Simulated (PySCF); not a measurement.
## Ca(2+) (calcium, charge +2) across methods

[Ar], closed-shell 1S. All numbers are calculated (PySCF 2.14, scalar relativity by spin-free X2C-1e, in ANO-RCC-VTZP (6s5p2d1f, 38 functions)).

| method | E (hartree) | mean ε 2p (eV) | mean ε 3s (eV) | mean ε 3p (eV) | Σ⟨r²⟩ (bohr²) | ⟨S²⟩ |
| --- | --- | --- | --- | --- | --- | --- |
| PBE | -679.569 | -350.09 | -62.191 | -43.022 | 15.34 | 0.000 |
| LDA | -677.910 | -349.92 | -61.989 | -43.044 | 15.36 | 0.000 |
| r2SCAN0 | -679.755 | -362.45 | -67.067 | -45.834 | 15.31 | 0.000 |
| B97-3 | -679.721 | -360.21 | -66.226 | -45.451 | 15.31 | 0.000 |
| UHF | -679.02164 | -386.09 | -76.100 | -51.082 | 15.38 | 0.000 |
| M06-L | -679.784 | -354.49 | -64.120 | -43.779 | 15.24 | 0.000 |
| r2SCAN | -679.757 | -354.29 | -63.825 | -43.758 | 15.31 | 0.000 |
| BHandHLYP | -679.806 | -368.81 | -69.570 | -47.497 | 15.35 | 0.000 |
| PBE0 | -679.616 | -359.38 | -66.006 | -45.360 | 15.32 | 0.000 |
